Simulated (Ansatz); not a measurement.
K3Na3⁻. Charge -1, multiplicity 2. Geometry r2SCAN/def2-SVP, that of the neutral singlet; atoms count from 1.

```xyz
6

Na   -1.2488   -0.2125    3.1630
Na    0.5085   -0.3890    0.1773
Na    2.1111    1.9442   -1.8481
K    -2.3933   -2.9675    0.0655
K     1.0082    3.0397    1.9803
K     0.0143   -1.4148   -3.5380
```

The highest occupied level of the charge -1 doublet lies above zero (up to 0.02 eV). By energy differences its removal costs 0.65 eV (vertical, to the charge 0 singlet, at PBE0/def2-TZVPD); a positive level beside a positive removal energy at the same level points to self-interaction error. The structure comes from a short search, and lower isomers may exist.

Problem. Estimate the Mulliken populations from the PBE0/def2-TZVPD orbitals of Ansatz.

Solution. 
```json
{"atom": "Na1", "charge (e)": "-0.24", "spin (α − β)": "-0.02"}
{"atom": "Na2", "charge (e)": "0.09", "spin (α − β)": "0.16"}
{"atom": "Na3", "charge (e)": "-0.24", "spin (α − β)": "-0.02"}
{"atom": "K4", "charge (e)": "-0.18", "spin (α − β)": "0.19"}
{"atom": "K5", "charge (e)": "-0.26", "spin (α − β)": "0.51"}
{"atom": "K6", "charge (e)": "-0.18", "spin (α − β)": "0.19"}
```
Mulliken values and Mayer orders depend strongly on the basis. With diffuse functions, as here, like atoms can get unlike values, and bond orders can come out too low or too high.

Problem. Where does the spin sit?

Solution. Summed by element: Na 0.12, K 0.88, of 1 unpaired in all. Largest on single atoms: K5 0.51, K4 0.19, K6 0.19.

Problem. And the Mayer bond orders between bonded heavy atoms (over 0.3)?

Solution. Na1–Na2 0.34 (3.47 Å); Na1–K4 0.32 (4.30 Å); Na1–K5 0.42 (4.13 Å); Na2–Na3 0.34 (3.48 Å); Na3–K5 0.42 (4.13 Å); Na3–K6 0.32 (4.31 Å); K4–K6 0.63 (4.60 Å).
